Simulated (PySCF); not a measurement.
## Radial density of N(3+) (nitrogen, charge +3)

UHF, [He] 2s2, closed-shell 1S. Computed with PySCF 2.14 in cc-pVDZ (3s2p1d, 14 functions), with no relativity, point nucleus.

```tsv
r (bohr)	4πr²ρ (e/bohr)
0.00476	0.05536
0.00801	0.1504
0.0135	0.3928
0.0227	0.9800
0.0381	2.235
0.0641	4.422
0.108	6.850
0.181	7.084
0.305	3.756
0.513	1.330
0.863	1.979
1.45	1.074
2.44	0.07028
4.11	0.0007814
```
